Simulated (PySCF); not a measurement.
# Computed properties of BH3Se3, SMILES [SeH]B([SeH])[SeH]

B(SeH)3 (BH₃Se₃), SMILES [SeH]B([SeH])[SeH]. Coordinates come from a B3LYP-D3(BJ)/def2-SVP optimisation. Other conformers were not sampled. All values are computed for the isolated molecule unless a solvent is named; none is compared with measurement here.

**Structure.** The optimised structure has Cs symmetry. All 15 harmonic modes at B3LYP-D3(BJ)/def2-SVP (PySCF) are real, so it is a minimum. With heavy atoms numbered as in [B:1]([SeH:2])([SeH:4])[SeH:6], the shortest bond between them is B1–Se4 at 1.948 Å and the longest B1–Se2 at 1.957 Å.

**Vibrations.** The strongest infrared lines (harmonic, unscaled, degenerate partners summed) lie at 901 cm⁻¹ (70 km/mol, B 59 %, H 39 %), 640 cm⁻¹ (62 km/mol, H 60 %, B 31 %, Se 9 %), 920 cm⁻¹ (54 km/mol, B 64 %, H 31 %). The softest mode is at 57 cm⁻¹ and the zero-point energy is 18.1 kcal/mol.

**Electronic structure.** HF/def2-TZVP (PySCF) places the frontier levels at -9.57 and 2.12 eV, a gap of 11.69 eV, and gives a dipole moment of 1.34 D and a mean polarisability of 89.3 bohr³. PBE/def2-TZVP (PySCF) at the same geometry gives -6.01 and -1.91 eV, so its gap is 7.59 eV narrower. An orbital gap is neither the optical nor the fundamental gap.

**Excitations.** TDDFT-B3LYP/def2-SVPD (PySCF) has S1 at 4.54 eV (273 nm, f = 0.000, dark); the most intense of the 10 singlets computed lies at 4.93 eV (f = 0.18). T1 (TDA) is at 4.13 eV. TDDFT-PBE/def2-SVPD (PySCF) puts S1 at 4.14 eV. No vertical singlet excitation falls in the visible range (under 3.1 eV).

**NMR.** GIAO shifts at KT2/pcSseg-1 (PySCF) (non-relativistic, atoms alike by connectivity averaged): ¹H at 3.0 ppm against TMS; ¹¹B at 55.1 ppm against BF3.
